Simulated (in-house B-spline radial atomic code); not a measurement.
## Ionising Hf³⁺ with different functionals

Computed with a B-spline radial code for spherical atoms: four-component Dirac-Coulomb Hamiltonian, Fermi nucleus of rms radius 5.347 fm, spin-restricted, spherical fractional occupations for the functionals, and exact exchange of hybrids averaged over the configuration. The ionisation energy is the difference of two self-consistent energies, [Xe] 4f14 5d1 → [Xe] 4f14, without Breit or QED terms; ε is the level of the shell that loses the electron (mean over j). The electron is taken from both j subshells in proportion to 2j + 1, so the result is a j average, not the step between ground levels.

```tsv
method	rung	ΔSCF (eV)	-ε(5d) (eV)
B3LYP	global hybrid	?	?
BHandHLYP	global hybrid	?	?
wB97X	range-separated hybrid	32.46	30.93
CAM-B3LYP	range-separated hybrid	33.09	30.28
```

What does BHandHLYP give?

ΔSCF 32.94 eV, and -ε(5d) = 30.19 eV.

What does B3LYP give?

ΔSCF 33.05 eV, and -ε(5d) = 28.51 eV.

Among the functionals, which spreads more, the ΔSCF values or the orbital energies?

The orbital energies: ΔSCF values span about 0.62 eV and the orbital energies 2.42 eV.

How do they compare with the NIST value?

NIST lists 33.37 eV ± 0.025 (semi-empirical, ground level to ground level). Errors run from -0.91 to -0.28 eV; CAM-B3LYP is closest (-0.28 eV), but part of that can be cancellation, since the calculations leave out Breit-QED terms, spin polarisation, the choice among j levels, multiplet and fine-structure energies.
